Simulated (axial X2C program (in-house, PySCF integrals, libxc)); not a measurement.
Values are calculated unless marked as measured or tabulated.
**ScC: input and output**

Program: an in-house all-electron X2C program for linear molecules (integrals from PySCF).

Input file and command:
```json
{
 "zs": [
  21,
  6
 ],
 "q": 0,
 "bas": [
  "dyall-cv3z",
  "dyall-v3z"
 ],
 "levels": [
  "PBE0",
  "HF",
  "PBE"
 ],
 "cc": true,
 "r0": 1.83,
 "thr": -2.0,
 "nmax": 90,
 "npts": 10,
 "nst": 2,
 "ntry": 6
}
```
```bash
python so2c.py task.json out
```

Keys: zs atomic numbers; q charge; bas basis sets; levels methods; cc coupled cluster on or off; r0 starting distance in Å; thr threshold in hartree for freezing inner shells (an s shell follows its p shell); nmax most natural virtual spinors; npts points on the curve; nst determinants followed; ntry starts of the search. HF also brings MP2.

Output of the HF step, two-component, at R = 1.862 Å for the state Ω = 5/2. It starts from PBE0 orbitals of this distance.

```
two-component X2C + atomic mean field  HF
basis functions 173  fitting functions 942  grid points 5080
iter        total energy     max residual
   1       -800.844672743     1.83e-01
   2       -800.865677586     2.16e-02
   3       -800.870577276     4.09e-02
   4       -800.872431579     8.51e-03
   5       -800.874858362     2.56e-02
   6       -800.876977546     3.17e-02
   7       -800.879337544     2.47e-02
   8       -800.881874275     6.53e-03
   9       -800.885149546     2.16e-02
  10       -800.885828014     1.33e-02
  11       -800.886130664     5.40e-03
  12       -800.886318058     2.70e-03
  13       -800.886330273     2.88e-04
  14       -800.886332025     1.47e-04
  15       -800.886332701     6.54e-05
  16       -800.886332849     6.34e-05
  17       -800.886333223     6.82e-05
  18       -800.886333485     7.37e-05
  19       -800.886334000     9.44e-05
  20       -800.886334574     1.11e-04
  21       -800.886335105     9.06e-05
  22       -800.886335338     4.21e-05
  23       -800.886335396     1.29e-05
  24       -800.886335408     9.55e-06
  25       -800.886335412     6.71e-06
  26       -800.886335414     4.23e-06
  27       -800.886335415     2.59e-06
converged
one-electron -1167.23418088  Coulomb 374.28592519  exact exchange -43.58262804  xc functional 0.00000000  nuclear repulsion 35.80898420  atomic mean-field constant -0.16443588
correlated 15  virtual 273  natural virtual 90  E(MP2) -0.424036732  MP2 remainder -0.028113290
iter   CCSD correlation   residual
   1     -0.417286732   1.32e-01
   2     -0.428496178   7.76e-02
   3     -0.435583725   5.48e-02
   4     -0.440086052   3.68e-02
   5     -0.442350696   1.72e-02
   6     -0.443158586   7.96e-03
   7     -0.443425031   3.72e-03
   8     -0.443328233   2.11e-03
   9     -0.443370733   1.09e-03
  10     -0.443357300   4.79e-04
  11     -0.443364662   2.09e-04
  12     -0.443368076   9.14e-05
  13     -0.443367036   4.64e-05
  14     -0.443367858   2.46e-05
  15     -0.443367801   1.33e-05
  16     -0.443368302   7.59e-06
  17     -0.443368461   3.58e-06
  18     -0.443368516   2.18e-06
  19     -0.443368516   1.45e-06
(T) -0.020539611  T1 0.0904  D1 0.2620  max T2 0.106
```
Energies are in hartree; totals compare only within one Hamiltonian and basis. T1 is large, a sign of multireference character or of a spin-contaminated reference. T1 in the output is the amplitude norm over the root of the electron number; divide by √2 for the Lee–Taylor value. The determinant is spin-polarised beyond a pure state at some levels (its spin-free form has ⟨S²⟩ too high), which makes Re and μ there less reliable.
